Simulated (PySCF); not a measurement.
Cl₃H₂NTi, multiplicity 1. Atoms are numbered in the order given.

```xyz
7

Ti     0.1935     0.0284     0.0000
Cl    -0.4999     0.9892    -1.8400
Cl    -0.4999     0.9892     1.8400
Cl    -0.3895    -2.0926     0.0000
N      2.0239     0.1442     0.0000
H      2.5968     0.1530    -0.8440
H      2.5968     0.1530     0.8440
```
Charge 0, spin multiplicity 1.

Geometry optimised at B3LYP-D3(BJ)/def2-SVP. The spin state was assumed, not searched. The isomer is the one that the SMILES or the coordinates give; other isomers of the formula were not compared. One conformer was computed; it need not be the lowest.

These are PySCF with PBE/def2-TZVP values and carry that method's errors.

Symmetry labels are those of the subgroup Cs that the program uses (full group Cs).

Q: List the valence orbital energies around the gap with their symmetry. (Estimate from the structure and the level; the computed values follow.)

A: 
```json
[
 {"orbital": "HOMO−7", "symmetry": "A'", "energy (eV)": "-9.10"},
 {"orbital": "HOMO−6", "symmetry": "A'", "energy (eV)": "-8.80"},
 {"orbital": "HOMO−5", "symmetry": "A\"", "energy (eV)": "-8.73"},
 {"orbital": "HOMO−4", "symmetry": "A'", "energy (eV)": "-8.51"},
 {"orbital": "HOMO−3", "symmetry": "A'", "energy (eV)": "-8.30"},
 {"orbital": "HOMO−2", "symmetry": "A\"", "energy (eV)": "-8.22"},
 {"orbital": "HOMO−1", "symmetry": "A\"", "energy (eV)": "-7.76"},
 {"orbital": "HOMO", "symmetry": "A'", "energy (eV)": "-7.13"},
 {"orbital": "LUMO", "symmetry": "A\"", "energy (eV)": "-4.12"},
 {"orbital": "LUMO+1", "symmetry": "A'", "energy (eV)": "-3.73"},
 {"orbital": "LUMO+2", "symmetry": "A\"", "energy (eV)": "-3.36"},
 {"orbital": "LUMO+3", "symmetry": "A'", "energy (eV)": "-2.79"}
]
```
